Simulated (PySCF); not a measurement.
# Simulated absorption spectrum

Zn(nBu)2, C8H18Zn (singlet state).
SMILES: `CCC[CH2][Zn][CH2]CCC`

Method: PySCF 2.14.0, density-fitted response routines, TDDFT B3LYP/def2-SVPD, vertical, gas phase, core orbitals frozen in the response. Isolated species at its PBE0-D3(BJ)/def2-SVP geometry, gas phase.

Each state is given a Gaussian of 0.25 eV full width at half maximum, with ε(max) = 2.175×10⁸ f / Δν̃ (Δν̃ the width in cm⁻¹). The cross-section is σ = 3.8235×10⁻²¹ ε cm², given in Mb (10⁻¹⁸ cm²). The width is an assumption, not a result. The curve ends short of the highest state used, and states not computed would add to its high-energy end.

| λ (nm) | σ (Mb) |
| --- | --- |
| 177.1 | 30.82 |
| 179.7 | 33.08 |
| 182.3 | 31.21 |
| 184.9 | 18.08 |
| 187.5 | 5.40 |
| 190.1 | 0.82 |
| 192.7 | 0.07 |
| 195.3 | 0.01 |
| 197.9 | 0.00 |
| 200.5 | 0.00 |
| 203.1 | 0.00 |
| 205.7 | 0.07 |
| 208.3 | 0.82 |
| 210.9 | 5.83 |
| 213.5 | 24.85 |
| 216.1 | 65.92 |
| 218.7 | 112.51 |
| 221.2 | 127.65 |
| 223.8 | 99.92 |
| 226.4 | 54.70 |
| 229.0 | 21.46 |
| 231.6 | 6.17 |
| 234.2 | 1.35 |
| 236.8 | 0.26 |
| 239.4 | 0.11 |
| 242.0 | 0.11 |
| 244.6 | 0.11 |
| 247.2 | 0.09 |
| 249.8 | 0.06 |
| 252.4 | 0.04 |
| 255.0 | 0.02 |
| 257.6 | 0.01 |
| 260.2 | 0.00 |
| 262.8 | 0.00 |
| 265.4 | 0.00 |
| 268.0 | 0.00 |

Q: Where are the band maxima, and which computed states make them?

A: 244 nm (5.09 eV), ε about 30, made up of S1 (13%) and S2 (87%); 221 nm (5.61 eV), ε about 34000, made up of S3 (100%); 181 nm (6.86 eV), ε about 8800, made up of S5 (61%), S6 (13%) and S9 (12%) (ε in L mol⁻¹ cm⁻¹; maxima over ε = 5, shares over 10%). The states used: S1 5.00 eV (f 0.0001); S2 5.10 eV (f 0.0002); S3 5.61 eV (f 0.311); S4 6.33 eV (f 0.0000); S5 6.80 eV (f 0.060); S6 6.90 eV (f 0.011); S7 6.91 eV (f 0.0030); S8 6.95 eV (f 0.0076); S9 7.02 eV (f 0.030); S10 7.07 eV (f 0.022); S11 7.22 eV (f 0.012); S12 7.26 eV (f 0.025); S13 7.46 eV (f 0.011); S14 7.51 eV (f 0.0048); S15 7.60 eV (f 0.0031).

Q: What would ε be at 5.61 eV, the highest of these maxima, with half the width (0.125 eV)?

A: About 66800 L mol⁻¹ cm⁻¹ against 33500, a factor of about 1.99; a lone state at its own centre would give exactly 2.

Q: Coming from long wavelengths, where does ε first pass 100 L mol⁻¹ cm⁻¹?

A: At about 236 nm (5.25 eV), 0.25 eV above S1.

Q: On this curve, what absorbance would a 10⁻⁵ mol/L sample give at 248 nm over a 1 cm path?

A: 248 nm is 4.999 eV, where ε is about 22 L mol⁻¹ cm⁻¹, so A = ε c l ≈ 0.00022 (Beer–Lambert, with the gas-phase spectrum and the assumed width).
